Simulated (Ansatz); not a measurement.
Total energies of the cluster Rb₃⁻ from Ansatz at PBE0/def2-TZVPD, gas phase (1 Eh = 27.2114 eV = 2625.5 kJ/mol). The reference geometry is relaxed at PBE0/def2-TZVPD.

```xyz
3

Rb    0.896    2.105   -4.094
Rb   -0.011    0.008    0.002
Rb   -0.886   -2.113    4.092
```

```csv
state,geometry,energy (Eh)
charge -1 singlet,reference,-72.30314
charge 0 doublet,reference,-72.26936
charge -1 triplet,relaxed at PBE0/def2-TZVPD,-72.29043
charge -1 quintet,relaxed at PBE0/def2-TZVPD,-72.26200
```

In the def2 sets Rb takes a core potential; there is no spin–orbit coupling.

(1) Work out the vertical ionisation energy to the doublet.

(2) Which of the charge -1 states is lowest, and how far above it are the others?

(1) E(charge 0 doublet) − E(charge -1 singlet) = -72.26936 − (-72.30314) = 0.03378 Eh = 0.92 eV. For comparison, −ε of the highest occupied level is 0.19 eV at this level, 0.73 eV less.

(2) The singlet. triplet: -72.29043 − (-72.30314) = 0.01271 Eh = 33.4 kJ/mol; quintet: -72.26200 − (-72.30314) = 0.04114 Eh = 108.0 kJ/mol. The quintet has fallen apart, so its energy is that of loose fragments and no spin gap. The triplet differs in its bonds from the reference. The quintet differs in its bonds from the reference.

At PBE0/def2-TZVPD the charge 0 doublet is spin-contaminated (final ⟨S²⟩ up to 0.83, 0.75 for a pure state). At PBE0/def2-TZVPD the highest occupied level of the charge -1 triplet lies above zero (up to 0.02 eV). It is a level of α spin, whose loss leaves a doublet; that state wasn't run at this geometry and level. The electron is either unbound and held by the finite basis, or the level is raised by self-interaction error. At PBE0/def2-TZVPD the highest occupied level of the charge -1 quintet lies above zero (up to 0.25 eV). It is a level of α spin, whose loss leaves a quartet; that state wasn't run at this geometry and level. The electron is either unbound and held by the finite basis, or the level is raised by self-interaction error. 

The structure comes from a short search, and lower isomers may exist.
